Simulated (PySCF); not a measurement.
Two species compared at the same levels of theory.

First species: CF3NH2.
InChI=1S/CH2F3N/c2-1(3,4)5/h5H2

Second species: C₆H₈N₂S.
Numbering: `[CH2:1]=[CH:2][c:3]1[n:4][n:5][s:6][c:7]1[CH2:8][CH3:9]` (hydrogens: H10, H11 on C1; H12 on C2; H13, H14 on C8; H15, H16, H17 on C9)

Levels: PBE0/pcSseg-1 for dipole moment, HOMO energy, LUMO energy and HOMO–LUMO gap; GFN2-xTB for rotational constant A and rotational constant C. Geometries: GFN2-xTB. Each structure is a single optimised conformer of the isolated species, non-relativistic unless stated. Electronic properties by PySCF.

The conformers computed, where there is a choice (atom-mapped SMILES and torsion angles):
- `[NH2:1][C:2]([F:3])([F:4])[F:5]`: H–N1–C2–F3 -55°, H–N1–C2–F3 176°
- `[CH2:1]=[CH:2][c:3]1[n:4][n:5][s:6][c:7]1[CH2:8][CH3:9]`: C1–C2–C3–N4 -1°, S6–C7–C8–C9 -93°

Question: Which of the two has the higher HOMO energy, and by how much?

Answer: The second: -6.94 eV against -8.86 eV, a difference of 1.92 eV.

Question: Which of the two has the higher dipole moment, and by how much?

Answer: The second: 4.09 D against 2.76 D, a difference of 1.33 D.

Question: Which has the higher rotational constant A?

Answer: The first: 5.655 GHz against 1.740 GHz, a difference of 3.915 GHz.

Question: Which has the higher HOMO–LUMO gap?

Answer: The first: 10.05 eV against 5.51 eV, a difference of 4.54 eV.

Question: Which of the two has the higher rotational constant C, and by how much?

Answer: The first: 5.376 GHz against 0.827 GHz, a difference of 4.549 GHz.

Question: Which has the higher LUMO energy?

Answer: The first: 1.19 eV against -1.43 eV, a difference of 2.62 eV.

On the first: The dipole matches unit charges of opposite sign 0.58 Å apart (1 e·Å = 4.8032 D).

On the second: In atomic units the dipole is 1.61 e·bohr (1 au = 2.5417 D). A dipole of 4.09 D is allowed in C1, and pure rotational transitions are dipole-allowed.
